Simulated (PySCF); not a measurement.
F3Y, charge +1, multiplicity 2. Atoms are numbered in the order given.

```xyz
4

Y      0.0000     0.0000    -0.3360
F      1.6133     0.9314     0.4853
F      0.0000    -1.8628     0.4853
F     -1.6133     0.9314     0.4853
```
Charge +1, spin multiplicity 2.

Coordinates come from a PBE-D3(BJ)/def2-TZVP optimisation. The multiplicity is an assumed one; other spin states were not compared. The isomer is the one that the SMILES or the coordinates give; other isomers of the formula were not compared. The def2 effective core potentials stand for the cores of Y; spin–orbit coupling is left out.

Calculation: PySCF with B3LYP/def2-TZVPD.

Mulliken values depend strongly on the basis, most of all with diffuse functions as here. ESP charges are fitted to the potential on shells at 1.4 to 2.0 van der Waals radii. Atomic charges (e):

```
atom  ESP fit  Mulliken  Mulliken spin
----  -------  --------  -------------
Y1          ?      2.09          -0.07
F2          ?     -0.36           0.36
F3          ?     -0.36           0.36
F4          ?     -0.36           0.36
```

Problem. Fill in the missing entries. (Estimate from the structure and the level; the computed values follow.)

Solution. 
- Y1, ESP fit: 1.97
- F2, ESP fit: -0.32
- F3, ESP fit: -0.32
- F4, ESP fit: -0.32
